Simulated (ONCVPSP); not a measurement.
**What one change does to a pseudopotential (boron, ONCV)**

```
Element                 : B
Generator               : ONCVPSP 4.0.1
Type                    : optimised norm-conserving Vanderbilt (ONCV)
Functional              : LDA (Perdew-Wang 92)
Relativity              : scalar-relativistic
Frozen core             : [He]
Valence charge          : 3
Reference configuration : 2s2 2p0.5 (charge +0.5)
Partial waves           : 2s: rc 1.15 bohr, ncon 5, nbas 9, qcut 5.9 1/bohr, 1 projector; 2p: rc 1.90 bohr, ncon 3, nbas 7, qcut 3.8 1/bohr, 2 projectors, debl 1.8 Ha; d scattering state at 0.27 Ha: rc 1.95 bohr, ncon 3, nbas 7, qcut 4.9 1/bohr, 3 projectors, debl 2.3 Ha
Local potential         : polynomial inside 0.75 bohr (lpopt 5, dvloc0 0 Ha)
Core correction         : polynomial model core, fcfact 0.2
```

All-electron outer shells of the reference configuration (LDA (PZ), scalar-relativistic, ld1.x):

```tsv
shell	level (eV)	outermost node (bohr)	outermost maximum (bohr)
1s	-184.52	–	0.21
2s	-14.06	0.46	1.48
2p	-8.20	–	1.48
```

Change: s: qcut 7.9; p: qcut 5.1; d: qcut 6.5.

Cutoffs: the cutoffs (Ha) at which the residual kinetic energy of the hardest occupied pseudo-wave falls to 1 and 0.1 mHa per electron; they do not see the model core or the augmentation charge, which bear on the density cutoff. Errors are all-electron minus pseudo energies relative to the spin-unpolarised reference configuration.

**Question.** Predict the effect on cutoff, ghosts and configuration errors.

**Answer.** The potential gets softer (22 Ha and 125 Ha → 12 Ha and 53 Ha); of the 4 tests that both files solve, the error grows in 0 and shrinks in 4 by more than 15 % and 0.3 meV (median size 25.1 → 19.0 meV); the range in which the p phases agree widens (upper end 1.9 → 4.9); neither file shows a bound ghost.

| quantity | base | changed |
| --- | --- | --- |
| cutoff, loose | 22 Ha | 12 Ha |
| cutoff, tight | 125 Ha | 53 Ha |
| loose cutoff by channel | s 12 Ha, p 22 Ha | s 12 Ha, p 10 Ha |
| bound ghosts | none | none |
| GHOST(+) flags under 300 eV | none | none |
| error for 2s2 2p1, meV [ΔE -2.94 eV] | +7.6 | +4.2 |
| error for 2s2 2p0, meV [ΔE 5.38 eV] | +15 | +9.9 |
| error for 2s1 2p0, meV [ΔE 30.68 eV] | +93 | +67 |
| error for 2s0 2p3, meV [ΔE 8.46 eV] | +35 | +28 |
| s: phases at 1.16 bohr within 0.05 rad from the reference energy up to (Ha; the scan ends near 5) | 1.6 | 1.5 |
| p: phases at 1.92 bohr within 0.05 rad from the reference energy up to (Ha; the scan ends near 5) | 1.9 | 4.9 |
| d: phases at 1.98 bohr within 0.05 rad from the reference energy up to (Ha; the scan ends near 5) | to the end of the scan | to the end of the scan |
| rms error of d²Exc/dni dnj with the model core, mHa | 1.87 | 1.54 |
